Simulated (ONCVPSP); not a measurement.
**Ti (Z = 22), ONCV: configuration errors across variants**

```
Element                 : titanium (Ti)
Generator               : ONCVPSP 4.0.1
Type                    : optimised norm-conserving Vanderbilt (ONCV)
Functional              : PBE
Relativity              : scalar-relativistic
Frozen core             : [Ne]
Valence charge          : 12
Reference configuration : 3s2 3p6 3d2 4s2
Partial waves           : 3s+4s: rc 1.80 bohr, ncon 4, nbas 9, qcut 5.2 1/bohr, 2 projectors; 3p: rc 1.55 bohr, ncon 3, nbas 6, qcut 9.4 1/bohr, 3 projectors, debl 0.6 Ha; 3d: rc 1.55 bohr, ncon 5, nbas 10, qcut 10.5 1/bohr, 2 projectors, debl 1.7 Ha
Local potential         : polynomial inside 1.15 bohr (lpopt 5, dvloc0 1 Ha)
Core correction         : Teter function, fcfact 4, rcfact 1.2
```

In the p channel the program set the typed energies aside and used -1.428, 0.250, 0.850 Ha.

All-electron excitation energies from the reference (eV): (1) 3s2 3p6 3d2 4s1 7.347; (2) 3s2 3p6 3d2 4s0 20.919; (3) 3s2 3p6 3d1 4s0 47.867; (4) 3s2 3p6 3d1 4s2 9.745.

1 further variants failed, have other tests or too few solved ones, and are left out.

Errors AE − PS in meV (a dash: test not solved or not reliable):

| change | (1) | (2) | (3) | (4) | bound ghosts | GHOST(+) flags above zero |
| --- | --- | --- | --- | --- | --- | --- |
| base | -0.6 | -2.7 | +14 | +23 | none | none |
| d: qcut 6.2 | -0.6 | -3.2 | +47 | +48 | none | none |
| d: qcut 10.4 | -0.6 | -2.7 | +14 | +23 | none | none |
| d: qcut 12.2 | -0.6 | -2.6 | +9.4 | +20 | none | none |
| d: qcut 14.2 | -0.6 | -2.5 | +7.5 | +19 | none | none |

Task: Give the same row for: d: qcut 8.2.

Result: -0.6, -3.0, +25, +32; bound ghosts: none; GHOST(+) flags above zero: none.
